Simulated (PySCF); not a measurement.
**Nonlinear optical response: `CC(=C=C(C)C)Cl`, C₆H₉Cl**

Geometry (Å), atoms numbered from 1 in this order:
```xyz
16

C    -1.897    0.564   -1.152
C    -1.174    0.203    0.116
C    -1.922    0.409    1.404
C     0.052   -0.273    0.099
C     1.275   -0.739    0.085
C     2.540    0.056    0.146
Cl    1.538   -2.478   -0.015
H    -2.830   -0.018   -1.238
H    -2.184    1.629   -1.143
H    -1.284    0.374   -2.043
H    -2.225    1.464    1.510
H    -1.321    0.126    2.278
H    -2.848   -0.191    1.408
H     3.157   -0.135   -0.746
H     3.135   -0.235    1.026
H     2.316    1.129    0.204
```

Computed, not measured: quadratic response CAM-B3LYP/aug-cc-pVDZ first hyperpolarisability, Taylor convention, gas phase in PySCF 2.14.0. Geometry: PBE0-D3(BJ)/def2-SVP.

(1) What is the first hyperpolarisability, and how does it disperse?

(2) Which lowest excitations, dipole and polarisabilities go with it?

## Answers

(1) In 10⁻³⁰ esu, Taylor convention; the vector part is βᵢ = ⅓ Σⱼ (βᵢⱼⱼ + βⱼᵢⱼ + βⱼⱼᵢ); β∥ is 3/5 of the vector part along the dipole, the dipole points from − to +:
| process | λ (nm) | β vector norm | β∥ | β HRS | depolarisation ratio |
| --- | --- | --- | --- | --- | --- |
| static β(0;0,0) | ∞ | 0.18 | -0.10 | 0.15 | 1.94 |
| second harmonic β(−2ω;ω,ω) | 1907 | 0.18 | -0.10 | 0.15 | 1.93 |
| Pockels β(−ω;ω,0) | 1907 | 0.18 | -0.10 | – | – |
| second harmonic β(−2ω;ω,ω) | 1064 | 0.19 | -0.10 | 0.16 | 1.90 |
| Pockels β(−ω;ω,0) | 1064 | 0.18 | -0.10 | – | – |

(2) S1 5.06 eV (f = 0.000); S2 5.99 eV (f = 0.000); S3 6.10 eV (f = 0.001); dipole 2.44 D; isotropic α 96.6 au static, 96.9 au at 1907 nm, 97.7 au at 1064 nm, 98.0 au at 953.5 nm, 101.4 au at 532 nm.
